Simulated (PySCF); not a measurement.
**Optical rotation: SMILES [SiH3]O[C@H]1[C@]2(C)C[C@@H]21, C5H10OSi**

Geometry (Å), atoms numbered from 1 in this order:
```xyz
17

C    -1.651   -0.844   -0.356
C    -0.890    0.421   -0.185
C    -1.219    1.700    0.520
C     0.064    0.987    0.816
C     0.491    0.826   -0.609
O     1.400   -0.139   -0.970
Si    2.175   -1.279   -0.121
H    -2.416   -0.726   -1.123
H    -0.976   -1.641   -0.661
H    -2.140   -1.132    0.575
H    -1.996    1.659    1.272
H    -1.186    2.638   -0.024
H     0.504    0.639    1.725
H     0.626    1.713   -1.229
H     1.264   -2.177    0.598
H     3.078   -0.686    0.869
H     2.865   -1.946   -1.212
```

The calculation used TDDFT BHandHLYP/6-31++G** circular dichroism and optical rotation, one conformer, IEF-PCM benzene (non-equilibrium linear response, no local-field factor) in PySCF 2.14.0. Geometry: GFN2-xTB.

The molecule is flexible and this is one conformer; a measurement averages over conformers. States above about 7.9 eV lie in this functional's continuum (it starts at minus the energy of the highest occupied orbital, well below the true ionisation energy for most functionals) and depend on the basis. Singlets 16 and 17 lie within 0.01 eV of each other, so their separate moments and overlaps can depend on how they mix.

Stereocentres: C2 R, C4 S, C5 R.

**Question.** What is the specific rotation at 633, 589.3, 546, 436, 405, 365, 355 nm?

**Answer.** [α] in deg dm⁻¹ (g/mL)⁻¹:
| λ (nm) | origin-invariant length gauge | modified velocity gauge | length gauge (centre of mass) | isotropic polarisability (au) |
| --- | --- | --- | --- | --- |
| 633 | -110.0 | -116.2 | -110.9 | 90.0 |
| 589.3 | -127.7 | -135.0 | -128.7 | 90.3 |
| 546 | -150.0 | -158.6 | -151.2 | 90.8 |
| 436 | -242.6 | -256.9 | -244.4 | 92.6 |
| 405 | -284.9 | -301.9 | -286.9 | 93.5 |
| 365 | -357.9 | -379.8 | -360.2 | 95.0 |
| 355 | -380.4 | -404.0 | -382.9 | 95.4 |

**Question.** And for the mirror image at 589.3 nm?

**Answer.** +127.7 deg dm⁻¹ (g/mL)⁻¹ (origin-invariant length gauge): the same size and the opposite sign.

**Question.** What is the molar rotation [Φ] = [α]·M/100 of the geometry above at 589.3 nm?

**Answer.** With M = 114.22 g/mol, -145.9 deg cm² dmol⁻¹ (origin-invariant length gauge).

The first excitation lies at 6.43 eV (193 nm) with R = +4.0 × 10⁻⁴⁰ esu² cm² (velocity form).
